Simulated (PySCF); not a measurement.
1,3-di-tert-butyl-imidazole-2-selenone, C₁₁H₂₀N₂Se.
Geometry (PBE0-D3(BJ)/def2-SVP, Å), atoms numbered from 1 in this order:
```
atom  x, y, z in Å
C1    -2.688   -1.292    1.255
C2    -2.507   -0.066    0.359
C3    -3.508   -0.161   -0.792
C4    -2.762    1.240    1.112
N5    -1.120   -0.057   -0.192
C6    -0.838   -0.122   -1.541
C7     0.504   -0.081   -1.684
N8     1.058    0.008   -0.424
C9     2.529    0.083   -0.177
C10    3.268    0.041   -1.514
C11    2.859    1.407    0.512
C12    2.966   -1.125    0.651
C13    0.056    0.024    0.518
Se14   0.248    0.127    2.347
H15   -1.984   -1.268    2.097
H16   -3.715   -1.309    1.647
H17   -2.521   -2.215    0.678
H18   -3.394   -1.091   -1.369
H19   -4.518   -0.165   -0.360
H20   -3.446    0.700   -1.474
H21   -3.783    1.230    1.523
H22   -2.048    1.363    1.937
H23   -2.671    2.099    0.429
H24   -1.603   -0.194   -2.304
H25    1.094   -0.112   -2.591
H26    3.090   -0.897   -2.062
H27    3.012    0.894   -2.161
H28    4.345    0.099   -1.306
H29    3.944    1.468    0.685
H30    2.561    2.254   -0.125
H31    2.339    1.488    1.476
H32    2.742   -2.059    0.112
H33    2.450   -1.144    1.620
H34    4.051   -1.076    0.824
```

Theory: TDDFT PBE0/def2-SVPD, vertical, gas phase, core orbitals frozen in the response (PySCF 2.14.0, density-fitted response routines). The PBE0/def2-SVPD calculation is non-relativistic and has no spin–orbit coupling, an omission that weighs most on selenium.

Frontier orbitals with the atoms that hold most of them (Löwdin shares over 4%, at most four atoms; ? is withheld):

| orbital | ε (eV) | atoms |
| --- | --- | --- |
| HOMO-3 | -8.38 | N5 24%, N8 24%, C6 7%, C7 7% |
| HOMO-2 | -7.75 | C13 24%, C7 20%, C6 20%, Se14 12% |
| HOMO-1 | -5.24 | ? |
| HOMO | -5.17 | Se14 56%, C13 8%, C6 7%, C7 7% |
| LUMO | ? | ? |
| LUMO+1 | 0.45 | C7 9%, C6 9%, C10 7%, C3 7% |
| LUMO+2 | 0.54 | C7 27%, C6 27%, N8 10%, N5 10% |

(1) Which atoms hold the HOMO-1, and with what shares?

(2) Give the leading atoms of the LUMO.

(3) What is the LUMO energy, and the HOMO–LUMO gap?

Results:

(1) Se14 (bonded to C) 67%; C13 (bonded to 2 N and Se) 9%.

(2) C13 (bonded to 2 N and Se) 30%; Se14 (bonded to C) 21%; N5 (bonded to 3 C) 16%; N8 (bonded to 3 C) 16%. By element: nitrogen 32%, carbon 30% or more, selenium 21%.

(3) ε(LUMO) = 0.06 eV; the gap is 5.23 eV (0.1923 hartree).

**Question.** The HOMO–LUMO gap is 5.23 eV. Where does the response calculation put the lowest singlet, and from which orbitals?

**Answer.** S1 is at 3.86 eV (f = 0.0000), 1.38 eV below the gap, made of HOMO-1→LUMO (100%). Its leading pair isn't HOMO and LUMO; the energies of that pair differ by 5.31 eV. 

**Question.** Give energy, strength and leading configuration of S1, S2, S3 and S6, and follow the Löwdin shares of the leading atoms from the occupied to the empty orbital.

**Answer.** 
- S1 (3.86 eV, f 0.0000), HOMO-1→LUMO (100%): Se14 67% → 21%, C13 9% → 30%
- S2 (4.43 eV, f 0.185), HOMO→LUMO (96%): Se14 56% → 21%, C13 8% → 30%
- S3 (4.80 eV, f 0.024), HOMO→LUMO+1 (96%): Se14 56% → at most 8%, C13 8% → at most 8%, C7 7% → 9%, C6 7% → 9%
- S6 (4.94 eV, f 0.065), HOMO-1→LUMO+1 (81%): Se14 67% → at most 8%, C13 9% → at most 8%, C7 at most 4% → 9%, C6 at most 4% → 9%

Löwdin shares depend on the basis, the more so with diffuse functions.

Time: 7.5 min wall (with the writing of density and orbital grids); peak memory 3.4 GiB. Hardware: Arm Neoverse V2, one thread, shared host.
